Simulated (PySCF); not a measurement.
# CuCl: from constants to spectrum

PBE0 constants of CuCl, ¹Σ⁺ (singlet), closed shell (basis Cu cc-pVDZ-PP with ECP10, Cl cc-pV(D+d)Z; scalar-relativistic core potentials; PySCF 2.14; masses 62.9296 and 34.9689 u):

| Property | Result |
| --- | --- |
| ωe | 424.1 cm⁻¹ |
| ωexe | 1.72 cm⁻¹ |
| Be | 0.178 cm⁻¹ |
| αe | 0.00102 cm⁻¹ |
| D (centrifugal) | 1.25e-07 cm⁻¹ |
| De to Cu (3d10 4s1) + Cl | 3.78 eV |

Q: Estimate the standard entropy (1 bar) and heat capacity of the ideal gas at 1000 K, rigid rotor with B0 and harmonic oscillator at the fundamental.

A: Translation (Sackur–Tetrode, M = 97.90 u): 191.2 J/(mol K). Rotation: q = kT/(σB0) = 3920 with σ = 1, 77.1. Vibration: x = hcν0/kT = 0.605, 12.62. S° = 280.9 J/(mol K); Cp = 7R/2 + 8.07 = 37.2 J/(mol K).
